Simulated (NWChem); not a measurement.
BiF$_{2}$, doublet; SMILES [F][Bi][F]

Computed with NWChem. Spin-unrestricted. In the optimisation the excess spin sits in b2 (C2v, its own frame). The geometry was optimised at PBE0/def2-SVP, spin-unrestricted. The spin multiplicity was typed, not searched, and may not be the lowest. No stability test was run on the SCF state. def2 effective core potentials on Bi; no spin-orbit coupling.

For level PBE/def2-SVP:

- highest occupied level (eV): -4.73
- lowest empty minus highest occupied level, either spin (eV): 1.07
- dipole (D): 3.90

### Question
Estimate the same quantities for level LC-wPBE (HJS exchange hole, range parameter 0.4 per bohr)/def2-SVP.

### Answer
| Property | Result |
|---|---|
| highest occupied level (eV) | -8.62 |
| lowest empty minus highest occupied level, either spin (eV) | 7.94 |
| dipole (D) | 4.51 |
